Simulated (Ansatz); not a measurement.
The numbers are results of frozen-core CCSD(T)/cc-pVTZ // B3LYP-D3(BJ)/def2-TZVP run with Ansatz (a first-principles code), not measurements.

Ansatz 0.2 input:
```yaml
crystal:
  periodic: [false, false, false]
  atoms:
    - { symbol: C, position_ang: [-0.777153, -0.079026, -0.005717] }
    - { symbol: O, position_ang: [0.267467, -0.727553, 0.722738] }
    - { symbol: S, position_ang: [1.807459, -0.298116, 0.272931] }
    - { symbol: H, position_ang: [-1.706294, -0.540286, 0.328182] }
    - { symbol: H, position_ang: [-0.655172, -0.222369, -1.081507] }
    - { symbol: H, position_ang: [-0.799194, 0.991935, 0.215767] }
    - { symbol: H, position_ang: [1.911859, 0.857429, 0.970958] }
basis:
  gaussian: { orbitals: cc-pVTZ }
correlation:
  method: ccsd_t
```

Output:

```
Functional definition: HF
856 factors; integrals over basis functions are off by at most 1.2e-3 eV
mean field evaluation 1: about -13946.9621 eV, gradient 2.5e1 eV
mean field evaluation 2: about -13947.1717 eV, gradient 2.5e1 eV
mean field evaluation 4: about -13948.6891 eV, gradient 4.2e0 eV
mean field evaluation 8: about -13948.7302 eV, gradient 2.1e-1 eV
mean field evaluation 16: about -13946.9611 eV, gradient 2.5e1 eV
mean field -13948.73046888 eV, -512.6063899423 hartree, gradient 1.8e-6 eV, S^2 0.000000; 0 other end points of the search recorded, 0 dependent functions left out
7 core orbitals not correlated
reference -13948.73046888 eV, -512.6063899423 hartree; 10, 10 occupied and 133, 133 virtual orbitals, 856 factors
second order -16.16723471 eV of doubles, -0.00000000 eV of singles
cycle   1  -16.52747681 eV  change   -3.6e-1 eV  update   8.8e-2
cycle   2  -16.96687364 eV  change   -4.4e-1 eV  update   2.7e-2
cycle   3  -17.05715520 eV  change   -9.0e-2 eV  update   1.3e-2
cycle   4  -17.04889979 eV  change    8.3e-3 eV  update   3.2e-3
cycle   5  -17.04952260 eV  change   -6.2e-4 eV  update   1.7e-3
cycle   6  -17.04990063 eV  change   -3.8e-4 eV  update   6.7e-4
cycle   7  -17.04958970 eV  change    3.1e-4 eV  update   3.1e-4
cycle   8  -17.04965133 eV  change   -6.2e-5 eV  update   1.3e-4
cycle   9  -17.04968171 eV  change   -3.0e-5 eV  update   5.5e-5
cycle  10  -17.04964632 eV  change    3.5e-5 eV  update   2.5e-5
cycle  11  -17.04966988 eV  change   -2.4e-5 eV  update   9.0e-6
cycle  12  -17.04967031 eV  change   -4.2e-7 eV  update   2.6e-6
perturbative correction -0.67821959 eV, -0.0249241101 hartree
Total energy: -13966.45835878 eV, -513.2578778795 hartree
```

Cost: roughly 30 core-seconds.
